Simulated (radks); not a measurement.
Spherical jellium clusters: N electrons in a uniform positive sphere of charge N and radius rs N^(1/3), rs = 4.92 bohr. Method: non-relativistic Kohn-Sham, LDA (Slater exchange, Perdew-Wang correlation), spin-polarised, spherical densities; computed with a radial shooting solver with Libxc functionals. Levels are named by radial order and angular momentum (1s, 1p, 1d, 2s, ...), and open shells are averaged over m. Each electron was tried in the lowest free levels, single moves between levels near the top were tried too, and the lowest total energy was kept; such a search can miss a lower state. Energies include the self-energy of the background; IP and EA are vertical (highest electron removed, lowest free level filled), at fixed background; spill-out counts the electrons outside the background radius R, and alpha is the static dipole polarisability from linear response (closed shells only). A dash means not computed or, for alpha, an open shell; in EA it means that no bound solution was reached, which is typical of self-interaction and does not show that the anion is unstable. Real open-shell clusters deform, which this model forbids.

N        open shells  2S  E/N (eV)  E(N+1) + E(N-1) - 2E(N) (eV)  IP (eV)  EA (eV)  -e(HOMO) (eV)  spill-out (e)  alpha/R^3
1   1s(up 1, down 0)   1    -1.340                             -        -        -          2.633           0.32          -
2               none   0    -1.667                         0.777    4.489        -          2.713           0.46      1.479
3   1p(up 1, down 0)   1    -1.518                        -0.504    3.404        -          1.964           0.72          -
4   1p(up 2, down 0)   2    -1.569                        -0.331    3.794        -          2.356           0.86          -
5   1p(up 3, down 0)   3    -1.665                         0.260    3.999        -          2.600           0.96          -
6   1p(up 3, down 1)   2    -1.687                        -0.271    3.634    1.180          2.373           1.09          -
7   1p(up 3, down 2)   1    -1.740                        -0.193    3.840    1.410          2.592           1.19          -
8               none   0    -1.805                         0.825    3.970        -          2.747           1.27      1.333
9   1d(up 1, down 0)   1    -1.763                        -0.199    3.089        -          1.971           1.42          -
10  1d(up 2, down 0)   2    -1.750                        -0.166    3.262    1.103          2.158           1.53          -
11  1d(up 3, down 0)   3    -1.754                        -0.139    3.396    1.265          2.309           1.63          -
12  1d(up 4, down 0)   4    -1.769                        -0.118    3.502    1.401          2.432           1.72          -
13  1d(up 5, down 0)   5    -1.791                         0.272    3.588    1.158          2.535           1.79          -
14  1d(up 5, down 1)   4    -1.790                        -0.129    3.285    1.309          2.281           1.89          -
15  1d(up 5, down 2)   3    -1.798                        -0.110    3.393    1.437          2.400           1.97          -
16  1d(up 5, down 3)   2    -1.812                        -0.095    3.482    1.547          2.501           2.05          -
17  1d(up 5, down 4)   1    -1.830                        -0.082    3.555    1.643          2.586           2.12          -
18              none   0    -1.850                         0.170    3.617    1.504          2.660           2.19      1.255
19  2s(up 1, down 0)   1    -1.860                         0.188    3.427    1.363          2.486           2.33          -
20              none   0    -1.859                         0.192    3.235    1.184          2.327           2.51      1.279
21  1f(up 1, down 0)   1    -1.848                        -0.088    3.051    1.282          2.156           2.58          -
22  1f(up 2, down 0)   2    -1.843                        -0.080    3.124    1.370          2.237           2.65          -
23  1f(up 3, down 0)   3    -1.842                        -0.073    3.188    1.450          2.310           2.72          -
24  1f(up 4, down 0)   4    -1.844                        -0.067    3.246    1.522          2.375           2.78          -
25  1f(up 5, down 0)   5    -1.848                        -0.061    3.297    1.589          2.435           2.83          -
26  1f(up 6, down 0)   6    -1.855                        -0.056    3.343    1.650          2.489           2.88          -
27  1f(up 7, down 0)   7    -1.863                         0.234    3.385    1.426          2.538           2.94          -
28  1f(up 7, down 1)   6    -1.862                        -0.065    3.137    1.499          2.311           3.00          -
29  1f(up 7, down 2)   5    -1.863                        -0.060    3.193    1.567          2.373           3.06          -
30  1f(up 7, down 3)   4    -1.867                        -0.055    3.243    1.628          2.429           3.12          -
31  1f(up 7, down 4)   3    -1.872                        -0.051    3.288    1.685          2.480           3.18          -
32  1f(up 7, down 5)   2    -1.878                        -0.047    3.329    1.738          2.527           3.24          -
33  1f(up 7, down 6)   1    -1.885                        -0.044    3.366    1.787          2.571           3.29          -
34              none   0    -1.893                         0.280    3.400    1.527          2.611           3.34      1.204
35  2p(up 1, down 0)   1    -1.893                        -0.030    3.111    1.576          2.338           3.48          -
36  2p(up 2, down 0)   2    -1.893                             -    3.144    1.616          2.374           3.60          -

All shells are closed at N = 2, 8, 18, 20, 34 (there: 1s2 1p6 1d10 2s2 1f14); the second difference of the energy has clear peaks (12 % above both neighbours; the first and last values, which can be the largest, are not judged, and half-filled shells can peak too) at N = 5, 8, 13, 27, 34.
